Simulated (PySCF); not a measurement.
(1R)-1-chloro-1,2,2-trifluoroethane (C2H2ClF3), SMILES FC([C@@H](Cl)F)F.

Coordinates come from a PBE-D3(BJ)/def2-SVP optimisation. Other conformers were not sampled.

Computed with PBE-D3(BJ)/def2-SVP (PySCF).

Frequencies are harmonic and unscaled.

```json
[
 {"mode": "1", "ν (cm⁻¹)": "74", "IR (km/mol)": "0.7", "Raman (Å⁴/amu)": "0.2", "depolarisation": "0.75", "moving atoms (share of kinetic energy)": "F 80 %, Cl 14 %"},
 {"mode": "2", "ν (cm⁻¹)": "193", "IR (km/mol)": "3.3", "Raman (Å⁴/amu)": "0.5", "depolarisation": "0.71", "moving atoms (share of kinetic energy)": "F 55 %, Cl 29 %, C 13 %"},
 {"mode": "3", "ν (cm⁻¹)": "238", "IR (km/mol)": "1.9", "Raman (Å⁴/amu)": "0.2", "depolarisation": "0.57", "moving atoms (share of kinetic energy)": "F 92 %"},
 {"mode": "4", "ν (cm⁻¹)": "329", "IR (km/mol)": "1.6", "Raman (Å⁴/amu)": "1.8", "depolarisation": "0.66", "moving atoms (share of kinetic energy)": "F 72 %, Cl 15 %, C 12 %"},
 {"mode": "5", "ν (cm⁻¹)": "394", "IR (km/mol)": "3.6", "Raman (Å⁴/amu)": "4.8", "depolarisation": "0.39", "moving atoms (share of kinetic energy)": "Cl 47 %, F 43 %"},
 {"mode": "6", "ν (cm⁻¹)": "535", "IR (km/mol)": "11.5", "Raman (Å⁴/amu)": "1.8", "depolarisation": "0.45", "moving atoms (share of kinetic energy)": "F 76 %, C 18 %"},
 {"mode": "7", "ν (cm⁻¹)": "751", "IR (km/mol)": "44.5", "Raman (Å⁴/amu)": "3.6", "depolarisation": "0.45", "moving atoms (share of kinetic energy)": "C 62 %, F 29 %"},
 {"mode": "8", "ν (cm⁻¹)": "797", "IR (km/mol)": "91.7", "Raman (Å⁴/amu)": "6.0", "depolarisation": "0.23", "moving atoms (share of kinetic energy)": "C 69 %, H 11 %, F 11 %, Cl 9 %"},
 {"mode": "9", "ν (cm⁻¹)": "885", "IR (km/mol)": "41.3", "Raman (Å⁴/amu)": "5.1", "depolarisation": "0.44", "moving atoms (share of kinetic energy)": "C 56 %, H 28 %, F 16 %"},
 {"mode": "10", "ν (cm⁻¹)": "1091", "IR (km/mol)": "208.7", "Raman (Å⁴/amu)": "3.5", "depolarisation": "0.42", "moving atoms (share of kinetic energy)": "C 52 %, F 31 %, H 17 %"},
 {"mode": "11", "ν (cm⁻¹)": "1099", "IR (km/mol)": "20.6", "Raman (Å⁴/amu)": "2.9", "depolarisation": "0.63", "moving atoms (share of kinetic energy)": "C 53 %, F 31 %, H 16 %"},
 {"mode": "12", "ν (cm⁻¹)": "1170", "IR (km/mol)": "139.3", "Raman (Å⁴/amu)": "5.4", "depolarisation": "0.39", "moving atoms (share of kinetic energy)": "C 45 %, H 29 %, F 26 %"},
 {"mode": "13", "ν (cm⁻¹)": "1214", "IR (km/mol)": "12.0", "Raman (Å⁴/amu)": "5.8", "depolarisation": "0.73", "moving atoms (share of kinetic energy)": "H 75 %, C 18 %"},
 {"mode": "14", "ν (cm⁻¹)": "1322", "IR (km/mol)": "7.2", "Raman (Å⁴/amu)": "7.7", "depolarisation": "0.74", "moving atoms (share of kinetic energy)": "H 81 %, C 17 %"},
 {"mode": "15", "ν (cm⁻¹)": "1349", "IR (km/mol)": "32.3", "Raman (Å⁴/amu)": "2.2", "depolarisation": "0.70", "moving atoms (share of kinetic energy)": "H 53 %, C 45 %"},
 {"mode": "16", "ν (cm⁻¹)": "1364", "IR (km/mol)": "31.5", "Raman (Å⁴/amu)": "1.5", "depolarisation": "0.68", "moving atoms (share of kinetic energy)": "H 71 %, C 28 %"},
 {"mode": "17", "ν (cm⁻¹)": "2986", "IR (km/mol)": "29.5", "Raman (Å⁴/amu)": "68.9", "depolarisation": "0.31", "moving atoms (share of kinetic energy)": "H 92 %, C 8 %"},
 {"mode": "18", "ν (cm⁻¹)": "3018", "IR (km/mol)": "16.1", "Raman (Å⁴/amu)": "96.2", "depolarisation": "0.19", "moving atoms (share of kinetic energy)": "H 92 %, C 8 %"}
]
```
